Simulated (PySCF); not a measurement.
# Energy profile

The step: SiHCl₃ ([Cl][SiH]([Cl])[Cl]) + H₂ → SiH₂Cl₂ ([Cl][SiH2][Cl]) + HCl; bonds formed: Si1–H7, Cl2–H6; bonds broken: Si1–Cl2, H6–H7 (atoms numbered as in the saddle structure below).

```
7
angstrom
Si -0.4256 0.0859 -0.1847
Cl 1.2913 -1.3085 0.9184
Cl -0.5492 -1.2556 -1.7023
Cl -1.6246 -0.0743 1.4431
H -0.9627 1.3026 -0.8330
H 1.3094 0.2330 0.3795
H 0.9614 1.0168 -0.0210
```

Electronic energies by CCSD(T) at an estimated basis limit (MP2 extrapolated from triple and quadruple zeta, plus CCSD(T) − MP2 in triple zeta), on PBE0-D4/def2-TZVP structures; SiH$_{3}$Cl$_{3}$, singlet; no counterpoise correction. PySCF 2.14 with density fitting (its default auxiliary sets; JK sets also for MP2 and CCSD(T)); basis: def2-TZVPP and def2-QZVPP; cores frozen in the correlated methods. Extrapolation: Hartree–Fock as exp(−7.88 √X), correlation as X^−2.97.

(1) Give the profile in eV, counted from the separated reactants. (Judge from chemistry; the value comes from the calculation.)

The T1 diagnostic stays at or below 0.011.

## Answers

(1) Computed:
| point | eV |
| --- | --- |
| separated: SiHCl$_{3}$ (linked as [Cl][SiH]([Cl])[Cl]; Si1, Cl2, Cl3, Cl4, H5; singlet) + H$_{2}$ (H6, H7; singlet) | 0.000 |
| start structure | -0.019 |
| saddle | 2.645 |
| end structure | 0.715 |
| separated: SiH$_{2}$Cl$_{2}$ (linked as [Cl][SiH2][Cl]; Si1, Cl3, Cl4, H5, H7; singlet) + HCl (Cl2, H6; singlet) | 0.807 |

For scale, one of the runs: CCSD(T)/def2-TZVPP, 210 basis functions, launched by `OMP_NUM_THREADS=4 python run.py`. Time: 7.8 min of wall clock on 4 CPU threads of an Arm Neoverse V2; the host was shared. Peak host memory: 2.9 GiB.
